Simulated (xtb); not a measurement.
BCl₂ (SMILES Cl[B]Cl), doublet, at a GFN2-xTB geometry; GFN2-xTB with GBSA(toluene) run with xtb.

Here is a job for xtb.
```
$ xtb mol.xyz --gfn 2 --uhf 1 --gbsa toluene --json

# file mol.xyz
3

B     -0.01065557     0.71135712    -0.06266828
Cl     1.48570467    -0.08446017    -0.01439496
Cl    -1.48257068    -0.12476251     0.03282680
```

Task: Predict the main parts of the log of this xtb run.

Result: 
```
   ID    Z sym.   atoms
    1    5 B      1
    2   17 Cl     2, 3

           -------------------------------------------------
          |                Calculation Setup                |
           -------------------------------------------------

           -------------------------------------------------
          |                 G F N 2 - x T B                 |
           -------------------------------------------------

      * Solvation model:               GBSA
        Solvent                        toluene
        Parameter file                 internal GFN2-xTB/GBSA
        Dielectric constant                7.0000E+00
        Reference state                gsolv [1 M gas/solution]
        Free energy shift                  4.5239E-03 Eh       2.8388E+00 kcal/mol
        Temperature                        2.9815E+02 K
        Density                            8.6700E-01 kg/L
        Solvent mass                       9.2140E+01 g/mol
        Interaction kernel             Still
        Born radius scaling (c1)           1.5686E+00
        Born radii integrator          GBOBC
        Born offset                        0.0000E+00 a0       0.0000E+00 AA
        H-bond correction              false
        Ion screening                  false
        Surface tension                    1.0000E-05 Eh       1.5569E+01 dyn/cm
        Grid points                               230 per atom

          ...................................................
          :                      SETUP                      :
          :.................................................:
          :  # basis functions                  24          :
          :  # atomic orbitals                  22          :
          :  # shells                            8          :
          :  # electrons                        17          :
          :  max. iterations                   250          :
          :  Hamiltonian                  GFN2-xTB          :
          :  restarted?                      false          :
          :  GBSA solvation                   true          :
          :  PC potential                    false          :
          :  electronic temp.          300.0000000     K    :
          :  accuracy                    1.0000000          :
          :  -> integral cutoff          0.2500000E+02      :
          :  -> integral neglect         0.1000000E-07      :
          :  -> SCF convergence          0.1000000E-05 Eh   :
[...]
         :: total energy             -10.314460811421 Eh    ::
[...]
        17                         -0.0002345              -0.0064
        18                          0.0009969               0.0271
        19                          0.0116634               0.3174
        20                          0.0269967               0.7346
       ...                                ...                  ...
        22                          0.3876528              10.5486
      -------------------------------------------------------------
                  HL-Gap            0.0676229 Eh            1.8401 eV
             Fermi-level           -0.3392139 Eh           -9.2305 eV

     #   Z          covCN         q      C6AA      α(0)
     1   5 B        1.648     0.323    35.349    12.530
     2  17 Cl       0.915    -0.162   104.203    15.617
     3  17 Cl       0.915    -0.162   104.203    15.617

 Mol. C6AA /au·bohr⁶  :        688.212490
 Mol. C8AA /au·bohr⁸  :      28424.216970
 Mol. α(0) /au        :         43.763348

Wiberg/Mayer (AO) data.
largest (>0.10) Wiberg bond orders for each atom

 ---------------------------------------------------------------------------
     #   Z sym  total        # sym  WBO       # sym  WBO       # sym  WBO
 ---------------------------------------------------------------------------
     1   5 B    2.535 --     3 Cl   1.268     2 Cl   1.268
     2  17 Cl   1.344 --     1 B    1.268
     3  17 Cl   1.344 --     1 B    1.268
 ---------------------------------------------------------------------------

Topologies differ in total number of bonds
Writing topology from bond orders to xtbtopo.mol

molecular dipole:
                 x           y           z       tot (Debye)
 q only:       -0.007       0.499      -0.044
   full:        0.001      -0.034       0.003       0.087
molecular quadrupole (traceless):
                xx          xy          yy          xz          yz          zz
 q only:       -2.832      -0.065       1.842       0.062      -0.075       0.990
  q+dip:       -2.479      -0.043       0.761       0.066       0.086       1.719
   full:       -2.697      -0.037       0.266       0.079       0.193       2.431

           -------------------------------------------------
          | TOTAL ENERGY              -10.314460811421 Eh   |
          | GRADIENT NORM               0.002148396508 Eh/α |
          | HOMO-LUMO GAP               1.840113350014 eV   |
           -------------------------------------------------

normal termination of xtb
```
